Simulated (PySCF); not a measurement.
trichloro(chlorosilyl)silane (Cl4H2Si2), SMILES Cl[SiH2][Si](Cl)(Cl)Cl.

Geometry optimised at ωB97X-D3(BJ)/def2-SVP. Other conformers were not sampled.

The numbers are results of TDA-PBE/def2-SVPD (PySCF 2.14.0), not measurements.

Vertical excitations. Gas-phase values at a fixed geometry. State labels are in the subgroup Cs.

Question: List the lowest excited states. (The exact figures need the calculation; the answer reports its results.)

Answer: 
| state | symmetry | energy (eV) | λ (nm) | f | main pairs |
|---|---|---|---|---|---|
| S1 | A' | 5.60 | 221 | 0.020 | HOMO→LUMO 95 % |
| S2 | A" | 6.01 | 206 | 0.002 | HOMO−1→LUMO 83 % |
| S3 | A' | 6.05 | 205 | 0.074 | HOMO→LUMO+1 89 % |
| S4 | A" | 6.07 | 204 | 0.000 | HOMO−2→LUMO 89 % |
| S5 | A" | 6.20 | 200 | 0.034 | HOMO→LUMO+2 80 % |
| S6 | A" | 6.34 | 195 | 0.004 | HOMO−4→LUMO 93 % |
| S7 | A' | 6.42 | 193 | 0.048 | HOMO−3→LUMO 90 % |
| S8 | A" | 6.48 | 191 | 0.001 | HOMO−1→LUMO+1 79 %, HOMO−2→LUMO+1 20 % |
| S9 | A' | 6.55 | 189 | 0.012 | HOMO−1→LUMO+2 87 % |
| S10 | A" | 6.61 | 188 | 0.000 | HOMO−2→LUMO+1 78 %, HOMO−1→LUMO+1 18 % |
| T1 | A' | 5.02 | 247 | 0 | HOMO→LUMO 99 % |
| T2 | A" | 5.47 | 226 | 0 | HOMO→LUMO+2 98 % |
| T3 | A' | 5.65 | 220 | 0 | HOMO→LUMO+1 99 % |
| T4 | A" | 5.79 | 214 | 0 | HOMO−1→LUMO 83 %, HOMO−2→LUMO 17 % |
Triplets are in the Tamm–Dancoff approximation.
